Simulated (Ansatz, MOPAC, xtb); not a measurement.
The molecule AsO, multiplicity 2 (the spin of the measured ground state). No spin–orbit coupling. As is treated without relativity.

Seven points along R, fitted to fifth degree in 1/R; most abundant isotopes. Runs in def2 and cc sets follow the lowest solution found near the PBE0 minimum.

Correlated levels freeze the inner cores; with def2 sets outer-core shells near the valence are correlated too. CBS(a, b) extrapolates the correlation energy as X⁻³ and adds the Hartree–Fock energy of set b. The state that PM3 reach isn't checked.

Programs: Ansatz (Gaussian orbitals); MOPAC for PM3 (differences of heats of formation); xtb for the GFN methods. Each number belongs to the level named beside it. The GFN methods have no spin term and hold the electronic entropy of 300 K.

D_e counts from each atom's lowest state at the same level, without counterpoise or zero-point energy.

```tsv
level	r_e (Å)	ω_e (cm⁻¹)	ω_e x_e (cm⁻¹)	D_e (eV)	dipole (D)
PM3	1.634	1018	3.9	-	-
GFN2-xTB	1.581	938	3.8	-	-
PBE/def2-TZVPP	1.643	956	4.1	5.53	2.45
B97M-V/def2-TZVPP	1.617	1018	4.2	5.03	2.52
B3LYP/def2-TZVPP	1.626	1003	4.0	5.01	2.70
BHLYP/def2-TZVPP	1.600	?	3.9	4.11	2.91
CAM-B3LYP/def2-TZVPP	1.611	1049	3.8	4.96	2.79
CCSD(T)/CBS(def2-TZVPP, def2-QZVPP)	?	?	4.5	-	-
```

Question: Some entries are withheld; supply them.

Answer: 
- CCSD(T)/CBS(def2-TZVPP, def2-QZVPP), r_e (Å): 1.622
- CCSD(T)/CBS(def2-TZVPP, def2-QZVPP), ω_e (cm⁻¹): 987
- BHLYP/def2-TZVPP, ω_e (cm⁻¹): 1084

Measured for the ground state: ω_e 967.08 cm-1, ω_e x_e 4.85 cm-1, B_e 0.48482 cm-1, α_e 0.003299 cm-1 [NIST CCCBDB]. D_0 4.978 ± 0.083 eV (a handbook's tabulated 298 K bond energy less 3RT/2; such tables hold older values) [Luo, bond dissociation energies, CRC Handbook].

Ansatz is a quantum-chemistry and plane-wave program.
